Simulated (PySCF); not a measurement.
## Removing the step error of a finite difference

System: H3BF2Ge (SMILES F[B](F)[GeH3]), singlet, geometry from GFN2-xTB. Level: CAMB3LYP/6-31G, polarisability in PySCF. Sums are taken with unrounded values, so a last digit can differ.

Second differences of the energy in a field along z gave a polarisability along z of 31.719 bohr³ at step 0.005 and 31.796 bohr³ at step 0.02 (atomic units).

Extrapolate to zero step.

The leading error of a symmetric difference goes as h², so A(h) = A0 + c h². Then c = (31.796 - (31.719))/(0.02² - 0.005²) = 204 (atomic units) and A0 = 31.719 - c × 0.005² = 31.714 bohr³. The analytic value from the same program and level is 31.714 bohr³: the smaller step missed it by 0.005, the extrapolation by 0.000.
